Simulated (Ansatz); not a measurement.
System: sum formula H₁₀Si₄O (charge 0, singlet). 
Geometry from a B3LYP-D3(BJ)/def2-TZVP (Ansatz, a program for electronic structure) optimisation:
```xyz
15

O     -0.2888    -0.1770     2.0109
Si    -0.0599    -0.0316     0.3602
Si     2.2573    -0.0171     0.0097
Si    -0.9936     1.9605    -0.4772
Si    -1.0209    -1.8310    -0.8148
H     -1.1926    -0.1995     2.3369
H      2.8793    -1.2764     0.4850
H      2.8966     1.1295     0.6992
H      2.4967     0.1112    -1.4498
H     -2.4470     2.0198    -0.1721
H     -0.3460     3.1569     0.1152
H     -0.8227     2.0047    -1.9509
H     -0.8487    -1.6165    -2.2734
H     -0.3911    -3.1223    -0.4440
H     -2.4753    -1.9226    -0.5232
```

Basis-set convergence of Hartree-Fock and MP2 correlation energies (hartree) with Ansatz. Valence correlation only, unless marked. No spin-orbit coupling. Non-relativistic.

```json
[
 {"basis": "cc-pV(D+d)Z", "functions": "156", "E(HF)": "-1236.46146", "E(corr, MP2)": "-0.59524"},
 {"basis": "cc-pV(T+d)Z", "functions": "326", "E(HF)": "-1236.54126", "E(corr, MP2)": "-0.74714"},
 {"basis": "cc-pV(Q+d)Z", "functions": "611", "E(HF)": "-1236.56157", "E(corr, MP2)": "-0.80411"}
]
```

Extrapolating the two largest sets (X = 3 and 4) as X^-3: E(corr) = (64·(-0.80411) - 27·(-0.74714))/37 = -0.8457 Eh, an estimate of the basis-set limit. The largest set recovers 95.1 % of it, the smallest 70.4 %.
